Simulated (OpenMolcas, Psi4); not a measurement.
## Predicting a hybrid from its neighbours: InCl3

InCl3 has 4 atoms, charge 0, and is taken as a singlet. SMILES: `[Cl][In]([Cl])[Cl]`. The coordinates come from a PBE0-D4/def2-TZVP relaxation.

The vertical energy of the triplet above the singlet y, in eV, basis def2-SVP with a core potential; a is the functional's share of exact exchange. Programs: OpenMolcas 26.06, Psi4 1.11.

```
functional     program     a  y (eV)
    revPBE  OpenMolcas     0    4.36
    r2SCAN  OpenMolcas     0    4.64
     TPSSh        Psi4   0.1    4.65
     B3LYP  OpenMolcas   0.2       ?
      PBE0  OpenMolcas  0.25    4.91
     BHLYP  OpenMolcas   0.5    5.47
```

Task: Fit y = c + s·a to the known rows and predict B3LYP.

Result: 
1. Means of the 5 rows: a = 0.1700, y = 4.806.
2. Σ(Δa)² = 0.178, Σ(Δa·Δy) = 0.3424, so the slope is 0.3424/0.178 = 1.9236.
3. Intercept: 4.806 − (1.9236) × 0.1700 = 4.479. The largest residual of the fit is 0.16.
4. B3LYP: 4.479 + (1.9236) × 0.2 = 4.86 eV.

The run gave 4.68 eV, so the prediction is off by +0.18 eV, about the largest residual. The rows mix families of semi-local functionals, which the line can't see. Spin-orbit coupling is left out.
